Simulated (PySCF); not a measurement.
SnI, SMILES [Sn+][I] (connectivity only; charge and spin as stated), charge +1, multiplicity 1. The structure is a stationary point at B3LYP-D3(BJ)/def2-TZVP. The multiplicity is an assumed one; other spin states were not compared. The def2 effective core potentials stand for the cores of I, Sn; spin–orbit coupling is left out.

All values below come from B3LYP-D3(BJ)/def2-TZVP (PySCF).

Harmonic wavenumbers (cm⁻¹): 234. Rotational constants (GHz): 1.204 (linear); symmetry number 1.

Q: Work out the zero-point energy and the ideal-gas rigid-rotor harmonic-oscillator thermochemistry at 298.15 K and 1 atm.

A: ZPE = ½ Σ hcν = ½ × 234 cm⁻¹ = 1.40 kJ/mol. H − E(el) = 11.41 kJ/mol. Entropy in J/(mol K): translation 177.39, rotation 79.39, vibration 7.73, total 264.51. G − E(el) = -67.45 kJ/mol. Cp = 36.59 J/(mol K).
